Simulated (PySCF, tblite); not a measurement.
Compound: C₉H₉FO.
Geometry (GFN2-xTB, Å), atoms numbered from 1 in this order:
```
atom  x, y, z in Å
C1    -1.5082    2.2943   -0.3621
C2    -1.1490    1.2654    0.3957
C3    -0.0388    0.3476    0.1078
C4     1.2294    0.8341   -0.2397
O5     1.5027    2.1598   -0.3238
C6     2.2764   -0.0510   -0.4805
C7     2.0732   -1.4110   -0.3806
C8     0.8267   -1.9061   -0.0337
C9    -0.2217   -1.0367    0.2120
C10   -1.5868   -1.5610    0.5669
F11   -1.6428   -2.9293    0.5185
H12   -1.0392    2.5044   -1.3105
H13   -2.3250    2.9393   -0.0845
H14   -1.6947    1.0620    1.3096
H15    0.7146    2.6691   -0.0851
H16    3.2384    0.3588   -0.7436
H17    2.8882   -2.0920   -0.5720
H18    0.6650   -2.9692    0.0461
H19   -2.3458   -1.1906   -0.1330
H20   -1.8676   -1.2773    1.5897
```

Method: PBE0/pcSseg-1 in PySCF (dipole) on a GFN2-xTB geometry, gas phase.

Masses are those of the commonest isotopes; rigid-rotor values at the optimised geometry. The values belong to one conformer with, in the numbering `[CH2:1]=[CH:2][c:3]1[c:4]([OH:5])[cH:6][cH:7][cH:8][c:9]1[CH2:10][F:11]`, C1–C2–C3–C4 49°, C3–C4–O5–H 2°, C8–C9–C10–F11 -4°.

Task: What are A, B and C (GHz)?

Result: Ia = 326.30, Ib = 519.95, Ic = 828.38 u·Å²; 505379 MHz·u·Å²/I gives 1549, 972.0 and 610.1 MHz, that is A = 1.5488, B = 0.9720, C = 0.6101 GHz.

Task: What kind of rotor is it?

Result: An asymmetric top; Ray's κ = -0.229.

Task: Is it planar, by Δ = Ic − Ia − Ib?

Result: Not planar: Δ = Ic − Ia − Ib = -17.87 u·Å². For a rigid frame Δ = −2 Σ m c², so Σ m c² = 8.94 u·Å² lies off the ab plane: 4.59 from hydrogen and 4.34 from heavier atoms. The atom farthest from that plane is 1.26 Å away.

Task: Give the other two planar moments, Paa and Pbb, and the rms extents of the mass along the axes.

Result: Paa = Σ m a² = (Ib + Ic − Ia)/2 = 511.02 and Pbb = Σ m b² = (Ia + Ic − Ib)/2 = 317.37 u·Å². With the mass M = 152.06 u, the rms extents √(P/M) along a, b and c are 1.83, 1.44, 0.24 Å.

Task: Which types of transition are allowed, and where do some lines up to J = 5 fall?

Result: The dipole components are |μa| = 0.99 D, |μb| = 1.96 D, |μc| = 0.29 D. The squared components, which scale the intensities, stand as 0.26 : 1.00 : 0.02 (a : b : c). Some lines, for components of 0.1 D or more:

```
type  branch         J(Ka,Kc)    MHz  lower level (cm⁻¹)
   a       Q  4(2,2) ← 4(2,3)   1357               0.625
   b       Q  3(1,2) ← 3(0,3)   2295               0.298
   b       Q  4(3,1) ← 4(2,2)   2971               0.671
   b       Q  5(4,2) ← 5(3,3)   5209               1.035
   a       R  4(3,2) ← 3(3,1)   6514               0.546
   a       R  4(3,1) ← 3(3,0)   6671               0.547
   b       R  5(1,4) ← 4(2,3)   7225               0.625
   b       R  5(2,4) ← 4(1,3)   8440               0.599
   a       R  5(3,2) ← 4(3,1)   8573               0.770
   c       R  4(3,1) ← 3(2,1)  10008               0.436
```

Task: Estimate the classical rotational partition function at 50 K, 200 K and 298.15 K.

Result: Point group C1, symmetry number σ = 1; q = (√π/σ)·√((kT/h)³/(ABC)), k/h = 20836.6 MHz/K: 62200 at 50 K, 498000 at 200 K, 906000 at 298.15 K.

Its GFN2-xTB frequencies are all real (lowest 58 cm⁻¹). These are rigid-rotor constants of the computed structure; measured ground-state constants (B0) also hold zero-point vibration.
